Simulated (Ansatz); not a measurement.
`[CH3][Al]([SH])[Cl]` and `[CH3][Al]([Cl])[BH]S` differ in one atom or group.

Ansatz, PBE0-D4/def2-TZVP geometries, multiplicity 1. Each molecule was computed in one conformer, which needn't be the lowest.

| property | `[CH3][Al]([SH])[Cl]` |
| --- | --- |
| HOMO energy (B3LYP/def2-TZVPP) / eV | -7.59 |
| size of the dipole moment (B3LYP/def2-TZVPP) / D | 1.08 |
| LUMO energy (PBE0/def2-TZVPP) / eV | -0.70 |
| HOMO energy (ωB97M-V/def2-TZVPP) / eV | -10.04 |
| size of the dipole moment (ωB97M-V/def2-TZVPP) / D | 1.09 |
| HOMO energy (PBE0/def2-TZVPP) / eV | -7.86 |

**Question.** What does the change do to each property? (Best estimate.)

**Answer.** Ansatz gave: 
```csv
property,`[CH3][Al]([Cl])[BH]S`,shift
HOMO energy (B3LYP/def2-TZVPP) / eV,-7.21,0.38
size of the dipole moment (B3LYP/def2-TZVPP) / D,2.24,1.16
LUMO energy (PBE0/def2-TZVPP) / eV,-2.45,-1.75
HOMO energy (ωB97M-V/def2-TZVPP) / eV,-9.50,0.54
size of the dipole moment (ωB97M-V/def2-TZVPP) / D,2.22,1.13
HOMO energy (PBE0/def2-TZVPP) / eV,-7.41,0.45
```

With PBE0 the HOMO rises by 0.45 eV and the LUMO falls by 1.75 eV, so the gap narrows by about 2.20 eV. PBE moves the HOMO by 0.43 eV and ωB97M-V by 0.54 eV. Dipoles are sizes alone; their direction can turn.

B3LYP here is the variant with VWN-RPA as its local correlation; programs differ in this.
